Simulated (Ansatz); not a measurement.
Basis-set extrapolation for CH₃BClFOSi (`FB1OC[SiH]1Cl`) (PBE0-D4/def2-TZVP geometry, frozen core, Ansatz). Multiplicity 1, RHF reference.

|  | def2-TZVPP | def2-QZVPP |
| --- | --- | --- |
| HF | -987.281267 | -987.313672 |
| MP2 correlation | -1.038673 | -1.127256 |
| CCSD(T) correlation | -1.121203 | not run |

Energies in hartree. Use E(X) = E(∞) + A·exp(−7.88·√X) for Hartree–Fock and E(X) = E(∞) + B·X^(−2.97) for correlation, with X = 3 and 4, and add CCSD(T) minus MP2 of the smaller set to the MP2 limit.

Question: What is the CCSD(T) energy at the basis-set limit?

Answer: HF limit: -987.313672 + (-0.032405) × 0.13774 = -987.31814. MP2 limit: -1.127256 + (-0.088583) × 0.74074 = -1.19287. Higher-order term: -1.121203 − (-1.038673) = -0.08253. Total: -988.59354 hartree, 119.9 kcal/mol below CCSD(T)/def2-TZVPP.
